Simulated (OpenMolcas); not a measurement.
A run on Ar³⁺.

```yaml
Program: OpenMolcas 26.06
Method: "SS-RASPT2, IPEA 0.25 Eh, imaginary shift 0.1 Eh (closed shells correlated: 2s 2p 3s)"
Basis: ANO-RCC [8s7p5d4f2g]
Scalar_Hamiltonian: DKH2, point nucleus
Active_space: 3 electrons in 9 orbitals (RAS2 3p; RAS3 3d 4s, at most 1 electron)
State_averaging: 2S+1 = 4 odd, 1 root; 2S+1 = 2 odd, 8 roots; 2S+1 = 4 even, 18 roots; 2S+1 = 2 even, 54 roots
Spin-orbit_coupling: RASSI with atomic mean-field integrals over the reference wave functions, term energies averaged over their components
```

First CASPT2 step and the start of its output:

```
&CASPT2
Multistate=1 1
Frozen=1 0
IPEA=0.25
Imaginary=0.1
MaxIter=60
WThr=0.0 0.3 0.05
PrWF=0.5
NoMix
```

```
--- CASPT2 ---
Orbital specifications:
      -----------------------

      Symmetry species                           1   2
                                                ag  au
      Frozen orbitals                            1   0
      Inactive orbitals                          2   3
      Active orbitals                            6   3
      Secondary orbitals                        42  43
      Deleted orbitals                           0   0
      Number of basis functions                 51  49
Type of calculation                        SS-CASPT2
      Fock operator                              state-specific
      IPEA shift                                 0.25
      Real shift                                 0.00
      Imaginary shift                            0.10
      The input orbitals will be transformed to quasi-canonical
Reference energy:        -525.6751756483
      E2 (Non-variational):      -0.2715239864
      Shift correction:          -0.0000984604
      E2 (Variational):          -0.2716224468
      Total energy:            -525.9467980951
      Residual norm:              0.0000002664
      Reference weight:           0.96776
      Contributions to the CASPT2 correlation energy
      Active & Virtual Only:         -0.0085819010
      One Inactive Excited:          -0.1065560453
      Two Inactive Excited:          -0.1563860401
::    CASPT2 Root  1     Total energy:   -525.94679810
--- CASPT2 ---
Orbital specifications:
      -----------------------

      Symmetry species                           1   2
                                                ag  au
      Frozen orbitals                            1   0
      Inactive orbitals                          2   3
      Active orbitals                            6   3
...
```

Over all roots the printed reference weights run from 0.47 to 0.97, and roots that are degenerate in the reference spread by up to 65000 cm-1.

Q: Did the run give usable levels, and if not, why?

A: No. The equations converged, but the reference weight falls to 0.47 for at least one root against 0.97 for the best. A drop of that size marks an intruder state, so the energies of such roots and the levels built on them can't be trusted.
